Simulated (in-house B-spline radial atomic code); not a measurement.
**RPA and G0W0 on wB97X: Bi5+**

Configuration [Xe] 4f14 5d10, mean-field start wB97X. Computed with an all-electron radial atomic-structure program (B-spline basis): all electrons, scalar-relativistic (spin-free one-electron X2C), finite nucleus, each spin shell either full or empty, empty states to l = 9 with an (l + 1/2)⁻⁴ tail; G0W0 by contour deformation at full frequency.

Without the two-electron picture change, the correlation of inner shells comes somewhat too large for so heavy an element.

Command:
```bash
python run_gw.py task.json out
```
Settings (radii: box in bohr, nucleus in fm):
```
Z                        83
electrons                78
configuration            [Xe] 4f14 5d10
hamiltonian              x2c
method                   wb97x
lmax                     9
rms_radius               5.5211
spin_polarised           False
box_radius               10.43
intervals                66
```

Cost of the run: 6.3 s on 1 thread of Intel(R) Xeon(R) Platinum 8259CL CPU @ 2.50GHz, with other jobs on the host.

Energies (hartree):

| term | value |
| --- | --- |
| mean-field total | -21531.32967 |
| Hartree-Fock functional on these orbitals | -21524.13127 |
| direct second order | -7.8019 |
| second-order exchange | 1.9374 |
| SOSEX correction | 1.8426 |

(1) What is the RPA correlation energy, and what remains with SOSEX?

Quasi-particle levels (eV):

```json
{"level": "5d", "occupied": "yes", "mean field": "-85.46", "Σx - vxc": "-3.89", "Σc": "?", "QP weight": "?", "G0W0": "?"}
{"level": "6s", "occupied": "no", "mean field": "-56.91", "Σx - vxc": "3.09", "Σc": "-2.36", "QP weight": "0.979", "G0W0": "-56.18"}
```

G0W0 = mean field + (Σx - vxc) + Σc, with Σc (partial-wave tail included) taken at the quasi-particle energy. Only the outer levels were computed. Levels of low weight are left out.

(2) Where does G0W0 put 5d?

Answers

(1) RPA gives -6.9684 hartree (-2.43 eV per electron); RPA + SOSEX gives -5.1258, and the second-order doubles -5.8645 hartree (no singles). RPA lacks exchange-type terms and so overcorrelates at short range.

(2) At -89.84 eV, with Σc = -0.49 eV and a quasi-particle weight of 0.967. The tabulated removal energy is 88.4 ± 0.7 eV (NIST, semi-empirical); the calculation leaves out spin-orbit coupling, Breit and QED terms, and what these don't explain is the method's own error.
